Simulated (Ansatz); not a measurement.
S-phenylphenoxathiinium bis(oxalato)borate, `O=C1O[B-]2(OC1=O)OC(=O)C(=O)O2.c1ccc([S+]2c3ccccc3Oc3ccccc32)cc1`. Charge 0, multiplicity 1. Geometry PBE-D4/def2-SVP; atoms count from 1.

```xyz
46

O    -0.967    0.722   -3.634
C     0.219    0.813   -3.408
O     0.770    0.998   -2.195
B     2.264    1.005   -2.336
O     2.538    0.845   -3.752
C     1.383    0.716   -4.436
O     1.267    0.549   -5.625
O     2.798   -0.119   -1.504
C     3.275    0.398   -0.378
O     3.521   -0.219    0.647
C     3.357    1.944   -0.552
O     3.784    2.726    0.267
O     2.826    2.233   -1.745
C     0.005   -3.102    3.979
C    -1.192   -2.618    3.418
C    -1.159   -1.822    2.266
C     0.091   -1.534    1.697
S     0.280   -0.517    0.213
C    -0.072    1.136    0.787
C     0.935    1.776    1.531
C     0.744    3.094    1.954
C    -0.451    3.762    1.634
C    -1.449    3.122    0.894
C    -1.267    1.799    0.454
O    -2.293    1.269   -0.276
C    -2.229    0.048   -0.876
C    -3.321   -0.292   -1.694
C    -3.331   -1.502   -2.387
C    -2.250   -2.399   -2.283
C    -1.164   -2.075   -1.469
C    -1.169   -0.866   -0.748
C     1.299   -2.012    2.229
C     1.242   -2.801    3.389
H    -0.033   -3.727    4.884
H    -2.159   -2.861    3.884
H    -2.086   -1.441    1.813
H     1.875    1.250    1.758
H     1.546    3.602    2.508
H    -0.603    4.803    1.954
H    -2.386    3.628    0.621
H    -4.137    0.438   -1.789
H    -4.185   -1.744   -3.036
H    -2.248   -3.341   -2.849
H    -0.301   -2.753   -1.383
H     2.257   -1.748    1.748
H     2.175   -3.184    3.830
```

Single mean-field runs in def2-SVP are fitted with def2-universal-jkfit.

Question: Estimate the Mulliken populations of the heavy atoms from the PBE0/def2-SVP orbitals of Ansatz.

Answer: 
| atom | charge (e) |
| --- | --- |
| O1 | -0.23 |
| C2 | 0.20 |
| O3 | -0.32 |
| B4 | 0.25 |
| O5 | -0.23 |
| C6 | 0.22 |
| O7 | -0.19 |
| O8 | -0.25 |
| C9 | 0.19 |
| O10 | -0.26 |
| C11 | 0.21 |
| O12 | -0.21 |
| O13 | -0.23 |
| C14 | 0.01 |
| C15 | -0.03 |
| C16 | 0.05 |
| C17 | -0.15 |
| S18 | 0.34 |
| C19 | -0.14 |
| C20 | 0.01 |
| C21 | 0.00 |
| C22 | 0.01 |
| C23 | -0.05 |
| C24 | 0.25 |
| O25 | -0.28 |
| C26 | 0.26 |
| C27 | -0.03 |
| C28 | 0.02 |
| C29 | -0.01 |
| C30 | 0.05 |
| C31 | -0.19 |
| C32 | 0.04 |
| C33 | -0.03 |
Mulliken values and Mayer orders depend strongly on the basis.

Question: And the Mayer bond orders between bonded heavy atoms (over 0.3)?

Answer: O1–C2 2.10 (1.21 Å); C2–O3 1.14 (1.35 Å); C2–C6 0.84 (1.56 Å); O3–B4 0.94 (1.50 Å); B4–O5 1.08 (1.45 Å); B4–O8 0.96 (1.50 Å); B4–O13 1.03 (1.47 Å); O5–C6 1.14 (1.35 Å); C6–O7 2.15 (1.21 Å); O8–C9 1.22 (1.33 Å); C9–O10 1.98 (1.22 Å); C9–C11 0.84 (1.56 Å); C11–O12 2.12 (1.21 Å); C11–O13 1.18 (1.34 Å); C14–C15 1.38 (1.41 Å); C14–C33 1.40 (1.40 Å); C15–C16 1.42 (1.40 Å); C16–C17 1.37 (1.40 Å); C17–S18 0.91 (1.81 Å); C17–C32 1.38 (1.40 Å); S18–C19 0.93 (1.78 Å); S18–C31 0.97 (1.77 Å); C19–C20 1.35 (1.41 Å); C19–C24 1.35 (1.41 Å); C20–C21 1.44 (1.40 Å); C21–C22 1.36 (1.41 Å); C22–C23 1.40 (1.40 Å); C23–C24 1.39 (1.41 Å); C24–O25 1.05 (1.37 Å); O25–C26 1.06 (1.36 Å); C26–C27 1.39 (1.41 Å); C26–C31 1.35 (1.41 Å); C27–C28 1.42 (1.39 Å); C28–C29 1.35 (1.41 Å); C29–C30 1.45 (1.40 Å); C30–C31 1.34 (1.41 Å); C32–C33 1.40 (1.40 Å).
